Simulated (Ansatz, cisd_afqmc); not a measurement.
System: Cd, charge 0, singlet.

Total energies in def2-QZVPP, 12 correlated electrons, 4 frozen orbitals. Open shells are spin-unrestricted; no spin-orbit coupling. Cores are frozen in correlated methods (noble-gas shells, and filled d and f shells in the p block). Past Kr the def2 sets carry scalar-relativistic core potentials. AFQMC/CISD: phaseless, guided by CISD from CCSD amplitudes; bars are statistical, one sigma. Outlying blocks are dropped, and bars are widened where a walk drifts. Over all cases where full CI ran beside it in this data, AFQMC minus full CI had a median of +0.1 mEh and passed +0.4 mEh in a tenth of the cases.

```csv
method,program,energy (Eh),minus CCSDT(Q) (mEh)
HF,Ansatz,-166.88491,463.63
MP2,Ansatz,-167.36873,-20.19
CCSD,Ansatz,-167.33087,17.67
CCSD(T),Ansatz,-167.34967,-1.13
CCSDT(Q),Ansatz,-167.34854,0.00
AFQMC/CISD,cisd_afqmc,-167.3485 ± 0.0004,0.1 ± 0.4
```

Ansatz is a first-principles code.
